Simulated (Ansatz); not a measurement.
Reaction (formal loss of a carbene): `CSB(Cl)Cl` → `[CH2]` (triplet) + `SB(Cl)Cl`

Isolated molecules relaxed with PBE0-D4/def2-TZVP in Ansatz; ΔE leaves out vibrations. CCSD(T)/CBS adds triple-zeta CCSD(T) − MP2 to the extrapolated MP2 energy (def2 sets, frozen cores). This one scheme is used for every species. Functionals use def2-TZVPP. B3LYP here is the variant with VWN-RPA as its local correlation; programs differ in this. HSE06 is defined as in plane-wave codes. Triplets are unrestricted, without spin–orbit coupling. One conformer a species, not always the lowest.

`CSB(Cl)Cl`:

Z-matrix (Å, degrees):
```
C
S 1 1.807
H 1 1.088 2 110.7
H 1 1.088 2 110.7 3 -122.1
H 1 1.089 2 106.4 3 118.9
B 2 1.776 1 104.2 3 61.2
Cl 6 1.750 2 117.2 1 180.0
Cl 6 1.751 2 123.3 1 -0.0
```

`[CH2]` (triplet):

Cartesian coordinates in Å:
```
C 0.137 0.112 0.211
H 0.382 -0.928 0.065
H -0.519 0.816 -0.276
```

`SB(Cl)Cl`:

Z-matrix (Å, degrees):
```
B
S 1 1.787
Cl 1 1.747 2 122.7
Cl 1 1.746 2 117.5 3 -180.0
H 2 1.343 1 96.3 3 -0.1
```

```tsv
level	ΔE (eV)	difference from CCSD(T)/CBS
LDA (SPW92)	5.24	0.75
r2SCAN-D4	4.27	-0.22
PBE0-D4	4.47	-0.02
B3LYP-D4	4.42	-0.07
r2SCANh-D4	4.25	-0.24
HSE06-D4	4.48	-0.01
BHLYP-D4	4.29	-0.20
B2PLYP	4.38	-0.11
PBE-QIDH	4.44	-0.05
PBE	4.50	0.01
revPBE	4.24	-0.25
LC-ωPBE	4.35	-0.14
HF/def2-SVP	2.90	-1.59
CCSD/def2-SVP	4.09	-0.40
SCS-MP2/def2-TZVPP	4.50	0.01
CCSD/def2-TZVPP	4.21	-0.28
CCSD(T)/CBS	4.49	0
```

Largest T1 diagnostic among the species: 0.012.

From PBE to PBE0 (25 % exact exchange), in def2-TZVPP and without D4, ΔE moves by −0.10 eV. The D4 term adds +0.12 eV with B3LYP and +0.06 eV with PBE0; it sums over pairs of atoms, weighted by their polarisabilities, and B3LYP, whose exchange is more repulsive, gets the larger term.
